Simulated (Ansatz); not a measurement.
Reaction (formal hydrolysis of a C–C bond): `CCB(F)S` + H₂O → `OCB(F)S` + CH₄

Isolated molecules relaxed with PBE0-D4/def2-TZVP in Ansatz; ΔE leaves out vibrations. CBS: MP2 limit from def2 TZ/QZ plus the TZ coupled-cluster correction, frozen cores. This one scheme is used for every species. DFT in def2-TZVPP. B3LYP here is the variant with VWN-RPA as its local correlation; programs differ in this. HSE06 is defined as in plane-wave codes. One conformer a species, not always the lowest.

`CCB(F)S`:

Z-matrix (Å, degrees):
```
C
C 1 1.529
H 1 1.093 2 111.3
H 1 1.092 2 111.3 3 -119.9
H 1 1.092 2 111.2 3 119.8
B 2 1.563 1 113.7 3 -64.5
H 2 1.100 1 109.2 3 177.2
H 2 1.094 1 110.8 3 61.3
S 6 1.805 2 121.4 1 136.5
F 6 1.333 2 119.9 1 -44.2
H 9 1.344 6 96.6 2 177.8
```

H₂O:

Cartesian coordinates in Å:
```
O -0.232 0.217 -0.225
H 0.649 0.435 0.086
H -0.417 -0.652 0.139
```

`OCB(F)S`:

```xyz
9

O     0.805    1.653    0.465
C     0.409    0.300    0.551
B    -0.438   -0.217   -0.666
F    -0.560    0.573   -1.732
S    -1.237   -1.828   -0.765
H     0.757    1.930   -0.454
H    -0.162    0.172    1.478
H     1.290   -0.355    0.661
H    -0.864   -2.228    0.462
```

CH₄:

Z-matrix (Å, degrees):
```
C
H 1 1.090
H 1 1.090 2 109.5
H 1 1.090 2 109.5 3 -120.0
H 1 1.090 2 109.5 3 120.0
```

```tsv
level	ΔE (kJ/mol)	difference from CCSD(T)/CBS
PBE-D4	46.7	-10.8
revPBE-D4	47.9	-9.6
BLYP-D4	42.4	-15.1
r2SCAN-D4	46.6	-10.9
B97M-V	45.9	-11.6
PBE0-D4	50.8	-6.7
B3LYP-D4	45.6	-11.9
r2SCANh-D4	48.3	-9.2
r2SCAN0-D4	50.6	-6.9
HSE06-D4	50.7	-6.8
BHLYP-D4	48.1	-9.4
CAM-B3LYP-D4	45.1	-12.4
ωB97X-V	47.4	-10.1
ωB97M-V	49.5	-8.0
PBE	44.7	-12.8
revPBE	44.0	-13.5
BLYP	38.4	-19.1
r2SCAN	46.0	-11.5
PBE0	49.0	-8.5
B3LYP	42.5	-15.0
r2SCANh	47.7	-9.8
r2SCAN0	49.9	-7.6
HSE06	49.0	-8.5
BHLYP	45.5	-12.0
CAM-B3LYP	43.3	-14.2
LC-ωPBE	49.7	-7.8
RPA@PBE/def2-TZVPP	50.5	-7.0
HF/def2-SVP	40.1	-17.4
MP2/def2-SVP	53.7	-3.8
CCSD/def2-SVP	47.8	-9.7
CCSD(T)/def2-SVP	47.7	-9.8
HF/def2-TZVPP	45.4	-12.1
MP2/def2-TZVPP	60.4	2.9
SCS-MP2/def2-TZVPP	55.3	-2.2
CCSD/def2-TZVPP	54.0	-3.5
CCSD(T)/def2-TZVPP	54.1	-3.4
HF/def2-QZVPP	45.8	-11.7
SCS-MP2/def2-QZVPP	57.6	0.1
HF/CBS(def2)	45.8	-11.7
MP2/CBS(def2)	63.9	6.4
CCSD(T)/CBS	57.5	0
```

Largest T1 diagnostic among the species: 0.012.

From PBE to PBE0 (25 % exact exchange), in def2-TZVPP and without D4, ΔE moves by +4.4 kJ/mol. At CCSD(T), def2-SVP lies −9.8 kJ/mol from the extrapolated value and def2-TZVPP −3.4 kJ/mol. Leaving LDA and LC-ωPBE aside and taking each functional with its dispersion term where it has one, the values, not all of them listed here, spread over 12.9 kJ/mol, from BLYP-D4 to PBE-QIDH.
